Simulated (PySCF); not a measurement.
C₂H₈BFS.
SMILES with atom numbers: `[BH3-:1][S@+:2]([CH3:3])[CH2:4][F:5]` (hydrogens: H6, H7, H8 on B1; H9, H10, H11 on C3; H12, H13 on C4)

Method used: PBE0-D3(BJ)/def2-SVP geometry optimisation, gas phase (PySCF).

(1) Give the optimised bond lengths and angles.

Answers

(1) 
```csv
bond,length (pm),order
B1–S2,194.7,single
S2–C3,179.9,single
S2–C4,181.4,single
C4–F5,135.4,single
"B1–H6, B1–H7, B1–H8",122.1,single
"C3–H9, C3–H10, C3–H11",109.8,single
C4–H12,110.2,single
C4–H13,110.1,single
```

Bonds in one row agree within 1 pm and their mean is given. Orders are formal, as drawn. A selection of angles:
```csv
angle,degrees
S2–B1–H6,105.4
S2–B1–H7,102.7
S2–B1–H8,102.4
H6–B1–H7,115.4
H7–B1–H8,113.7
B1–S2–C3,104.8
B1–S2–C4,100.8
C3–S2–C4,99.3
S2–C3–H9,109.1
S2–C3–H11,106.8
H9–C3–H10,111.6
H9–C3–H11,110.0
S2–C4–F5,111.1
S2–C4–H12,108.1
S2–C4–H13,105.7
F5–C4–H12,110.5
F5–C4–H13,111.1
H12–C4–H13,110.2
```

Dihedral angles: B1–S2–C4–F5 173° (antiperiplanar).

Of the pairs four or more bonds apart, F5···H9 is among the closest relative to their van der Waals radii: 2.75 Å, 103 % of the sum of Bondi's values. B1 (four-coordinate boron) is distorted tetrahedral (angles from 102.4° to 115.4°). S2 (sulfur bonded to B and 2 C) is pyramidal (angles 104.8°, 100.8° and 99.3°, sum 304.9°, 0.83 Å off the plane of its three neighbours).

Point group: C1 (no symmetry element, even within 0.4 Å). No PBE0-D3(BJ)/def2-SVP frequencies stand behind this structure, so it isn't proved a minimum. One conformer, not necessarily the lowest.

Time: 42 s wall; peak memory 0.48 GiB. Hardware: Arm Neoverse V2, one thread, shared host with 96 logical CPUs at a one-minute load of 46. These figures are those of the optimisation.
